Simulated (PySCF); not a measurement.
How methods differ on the excitation energy of P

P [Ne] 3s2 3p3 (4S) → P [Ne] 3s2 3p2 4s1 (4P), as a difference of total energies. Computed with PySCF 2.14 in aug-cc-pCVTZ-DK, with scalar relativity by spin-free X2C-1e. Correlated levels: valence: [Ne] frozen. The calculations carry no spin-orbit coupling.

```tsv
method	excitation energy (eV)	error (eV)
UHF	6.920	-0.047
MP2 (valence)	7.221	+0.254
SCS-MP2 (valence)	7.131	+0.164
CCSD (valence)	7.141	+0.174
CCSD(T) (valence)	7.157	+0.190
```

Reference: 6.967 eV (measured; NIST levels, between the centres of gravity of the two terms).

Errors of the correlated levels include the incompleteness of this basis and the frozen core.

The promoted electron is Rydberg-like, and one or two diffuse shells describe it only roughly, which tends to raise the upper state.
